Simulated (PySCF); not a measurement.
PySCF input for BH₃Se₂, SMILES [SeH]B[SeH], PBE-D3(BJ)/def2-SVP. Geometry optimised at PBE-D3(BJ)/def2-SVP. This is a generated structure with no PubChem entry under its InChIKey; it may be hypothetical. One conformer was computed; it need not be the lowest.

```python
import numpy as np
from pyscf import gto, scf, dft, df
from pyscf.hessian import thermo

mol = gto.M(
    atom='''
    B     0.00000000   -0.00000000   -0.85427048
    H     0.00000000   -0.00000000   -2.06352358
    Se    0.00000000    1.67122946    0.12528695
    H     0.00000000    2.51979227   -1.09231832
    Se    0.00000000   -1.67122945    0.12528695
    H     0.00000000   -2.51979228   -1.09231832
    ''',
    basis='def2-SVP',
    charge=0,
    spin=0,
    max_memory=1600,
    verbose=3,
)
mf = dft.RKS(mol, xc='pbe').density_fit(auxbasis='def2-universal-jkfit')
mf.disp = 'd3bj'
mf.grids.level = 3
mf.conv_tol = 1e-11
mf.max_cycle = 100
mf.kernel()

# [left out here: the lines that compute and print the analytic Hessian (its translational invariance restored by hand, since the grid's response is missing), thermochemistry and intensities]
```

It prints:

```
converged SCF energy = -4828.43167622726

WARN: DFTD3 does not support analytical Hessian, using finite difference


WARN: Mole.unit (angstrom) is changed to Bohr

Mode                                 0                   1                   2
Irrep
Freq [cm^-1]                      143.6306            253.1467            379.2938
Reduced mass [au]                  22.8424              1.0369              1.2479
Force const [Dyne/A]                0.2776              0.0391              0.1058
Char temp [K]                     206.6525            364.2217            545.7194
Normal mode                   x     y     z       x     y     z       x     y     z
       0   B                 0.00  0.00  0.09    0.00  0.00 -0.00   -0.14 -0.00  0.00
       1   H                -0.00 -0.00  0.09    0.00  0.00 -0.00   -0.02 -0.00  0.00
       2  Se                -0.00  0.07 -0.01   -0.01 -0.00  0.00    0.00 -0.00 -0.00
       3   H                 0.00 -0.04 -0.08    0.69  0.00  0.00    0.62 -0.00 -0.00
       4  Se                 0.00 -0.07 -0.01    0.01  0.00  0.00    0.00  0.00 -0.00
       5   H                -0.00  0.04 -0.08   -0.69 -0.00  0.00    0.62  0.00 -0.00
Mode                                 3                   4                   5
Irrep
Freq [cm^-1]                      527.8639            637.0206            706.3415
Reduced mass [au]                   2.9000              1.3204              1.2632
Force const [Dyne/A]                0.4761              0.3157              0.3713
Char temp [K]                     759.4786            916.5309           1016.2682
Normal mode                   x     y     z       x     y     z       x     y     z
       0   B                 0.00  0.00  0.23    0.00  0.13 -0.00    0.14  0.00 -0.00
       1   H                 0.00  0.00  0.24   -0.00  0.09 -0.00   -0.85  0.00  0.00
       2  Se                -0.00 -0.03 -0.01   -0.00 -0.02 -0.02   -0.01 -0.00  0.00
       3   H                -0.00 -0.28 -0.19    0.00  0.50  0.34    0.15 -0.00 -0.00
       4  Se                 0.00  0.03 -0.01   -0.00 -0.02  0.02   -0.01  0.00 -0.00
       5   H                -0.00  0.28 -0.19    0.00  0.50 -0.34    0.15 -0.00  0.00
Mode                                 6                   7                   8
Irrep
Freq [cm^-1]                      784.2976            790.0105            995.0875
Reduced mass [au]                   1.5785              1.2810              1.5794
Force const [Dyne/A]                0.5721              0.4710              0.9214
Char temp [K]                    1128.4296           1136.6492           1431.7093
Normal mode                   x     y     z       x     y     z       x     y     z
       0   B                 0.00 -0.18 -0.00    0.00 -0.00  0.13    0.00 -0.19  0.00
       1   H                -0.00 -0.66 -0.00   -0.00 -0.00  0.14   -0.00  0.73  0.00
       2  Se                -0.00  0.01  0.01   -0.00 -0.01 -0.01   -0.00  0.01 -0.00
       3   H                 0.00  0.24  0.16    0.00  0.50  0.34    0.00  0.14  0.10
       4  Se                -0.00  0.01 -0.01   -0.00  0.01 -0.01    0.00  0.01  0.00
       5   H                -0.00  0.24 -0.16    0.00 -0.50  0.34   -0.00  0.14 -0.10
Mode                                 9                  10                  11
Irrep
Freq [cm^-1]                     2363.0400           2363.4544           2605.0380
Reduced mass [au]                   1.0207              1.0207              1.0988
Force const [Dyne/A]                3.3579              3.3593              4.3935
Char temp [K]                    3399.8885           3400.4847           3748.0697
Normal mode                   x     y     z       x     y     z       x     y     z
       0   B                 0.00  0.00  0.00   -0.00  0.00 -0.00    0.00  0.00  0.09
       1   H                 0.00 -0.00 -0.02    0.00 -0.01  0.00   -0.00 -0.00 -0.95
       2  Se                 0.00  0.01 -0.01    0.00  0.00 -0.01   -0.00 -0.00 -0.00
       3   H                -0.00 -0.40  0.58   -0.00 -0.40  0.57    0.00  0.01 -0.01
       4  Se                -0.00 -0.01 -0.01   -0.00  0.01  0.01   -0.00  0.00 -0.00
       5   H                -0.00  0.40  0.57    0.00 -0.40 -0.58   -0.00 -0.01 -0.01
temperature 298.1500 [K]
pressure 101325.00 [Pa]
Rotational constants [GHz] 30.01644 1.11333 1.07352
Symmetry number 2
Zero-point energy (ZPE) 0.02859 [Eh]   75055.054 [J/mol]
                           tot       elec      trans        rot        vib
Entropy [J/mol/K]       309.064      0.000    172.928    105.516     30.620
Cv [J/mol/K]             66.260      0.000     12.472     12.472     41.317
Cp [J/mol/K]             74.575      0.000     20.786     12.472     41.317
Internal energy [J/mol]                      3718.434   3718.434  80631.464
Internal energy [Eh]   -4828.39813  -4828.43168
Enthalpy [J/mol]                             6197.391   3718.434  80631.464
Enthalpy [Eh]          -4828.39719
Gibbs free energy [J/mol]                  -45360.951 -27741.155  71502.031
Gibbs free energy [Eh] -4828.43229
mode   freq/cm-1   IR/(km/mol)
   1      143.63         0.006
   2      253.15         0.000
   3      379.29        13.796
   4      527.86         1.022
   5      637.02        25.319
   6      706.34         0.004
   7      784.30        28.382
   8      790.01         2.003
   9      995.09       158.389
  10     2363.04         6.577
  11     2363.45         6.720
  12     2605.04        49.986
max |gradient| / (hartree/bohr): 3.529900898354219e-05
APT charges: [ 0.5196 -0.1218 -0.1882 -0.0108 -0.1882 -0.0108]
```

The calculation finished and met its thresholds.

Cost: very roughly 70 core-seconds.
